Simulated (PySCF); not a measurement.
CdSe, SMILES [Se]=[Cd]. Coordinates come from a PBE0-D3(BJ)/def2-TZVP optimisation. The def2 effective core potentials stand for the cores of Cd; spin–orbit coupling is left out.

Computed equilibrium geometry at PBE0-D3(BJ)/def2-TZVP (PySCF confirms it by a frequency run) as Cartesian coordinates in Å, and its point group:
point group C∞v.
```xyz
2

Cd     0.0000     0.0000    -0.9788
Se     0.0000     0.0000     1.3819
```
Charge 0, spin multiplicity 1.
